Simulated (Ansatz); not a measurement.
Reaction (cleavage of the P–Si bond): `P[SiH2]C1CC1` + `[NH2][ZnH]` → `P[NH][ZnH]` + `[SiH3]C1CC1`

Isolated molecules relaxed with PBE0-D4/def2-TZVP in Ansatz; ΔE leaves out vibrations. CBS: MP2 limit from def2 TZ/QZ plus the TZ coupled-cluster correction, frozen cores. DFT in def2-TZVPP. B3LYP here is the variant with VWN-RPA as its local correlation; programs differ in this. For Zn outer-core shells are correlated without core-valence functions, which leaves a few kJ/mol of doubt a bond. Scalar relativity is left out up to krypton. One conformer a species, not always the lowest.

```tsv
level	ΔE (kJ/mol)	difference from CCSD(T)/CBS
LDA (SPW92)	46.2	7.2
PBE0-D4	44.1	5.1
B3LYP-D4	34.2	-4.8
ωB97M-V	34.9	-4.1
BLYP	34.2	-4.8
MP2/def2-SVP	28.7	-10.3
CCSD/def2-SVP	25.2	-13.8
CCSD(T)/def2-SVP	26.8	-12.2
CCSD/def2-TZVPP	33.5	-5.5
HF/def2-QZVPP	12.8	-26.2
CCSD(T)/CBS	39.0	0
```

Largest T1 diagnostic among the species: 0.016.

From PBE to PBE0 (25 % exact exchange), in def2-TZVPP and without D4, ΔE moves by −3.9 kJ/mol. At CCSD(T), def2-SVP lies −12.2 kJ/mol from the extrapolated value and def2-TZVPP −2.3 kJ/mol.

CCSD(T)/CBS has its own doubt, a few kJ/mol and more with outer-core shells, so smaller differences from it don't rank the levels.
